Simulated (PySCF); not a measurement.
## C6H4Cl2: full NMR table

- Formula: C6H4Cl2
- SMILES: C#CC#CCC(Cl)Cl
- Point group of the computed structure: C1
- Degrees of unsaturation: 4
- Carbon signals: 6
- Proton signals: 3

Bonds (- single, = double, # triple, : aromatic): C1#C2 1.204 Å, C2-C3 1.359 Å, C3#C4 1.206 Å, C4-C5 1.446 Å, C5-C6 1.524 Å, C6-Cl7 1.782 Å, C6-Cl8 1.782 Å. C1 carries H9; C5 carries H10, H11; C6 carries H12.

[PySCF 2.14.0 with density-fitted response routines: coordinates at the GFN2-xTB level; PBE0/pcSseg-1 with gauge-including orbitals; no solvent model; rapidly exchanging positions averaged; a single conformation; relativity neglected]

Chemical shifts δ = σref − σ; TMS for 1H (σ = 31.72 ppm), 13C (σ = 186.93 ppm), all at this level.

```tsv
carbon	δC, type	δH (multiplicity)	HMBC from (2–3 bonds)	span of the C tensor (ppm)
C1	74.2, CH	1.33 (s)	–	234
C2	73.4, C	–	H9	267
C3	78.1, C	–	H10/H11, H9	230
C4	75.2, C	–	H12, H10/H11	284
C5	37.9, CH2	3.09 (d)	H12	47
C6	86.1, CH	5.89 (t)	H10/H11	64
```

- Carbon types of the structure: 3 × C, 2 × CH, 1 × CH2, which accounts for all hydrogens.
- δC 86.1: sp3 CH bonded to 2 Cl; 2 electronegative neighbours deshield it.
- δC 78.1, 75.2, 73.4: alkyne carbon; the triple bond shields along its axis, which puts it between sp3 and sp2 carbons.
- δC 74.2: terminal alkyne carbon; the triple bond shields along its axis, which puts it between sp3 and sp2 carbons.
- δH 5.89: hydrogen on an sp3 CH bonded to 2 Cl; its carbon carries Cl, an electronegative neighbour.
- δH 1.33: hydrogen on a terminal alkyne carbon; it lies on the axis of the triple bond, in its shielding cone.

Carbons that carry Cl, above all several Cl atoms, come out too deshielded, partly because spin–orbit coupling is missing. Shifts are as computed. Against solution values, carbons near 30 ppm lie about +3 ppm off and those near 130 ppm about +5 ppm; carbons on Cl a further +6 ppm. Of 1211 compounds with measured shifts, 218 miss one by over three times the rms of a fit or turn the order of signals round; such compounds aren't used in these exercises. Multiplicities follow the n + 1 count of equivalent neighbours, as no J values were calculated; m marks all less simple cases, F and P coupling included.
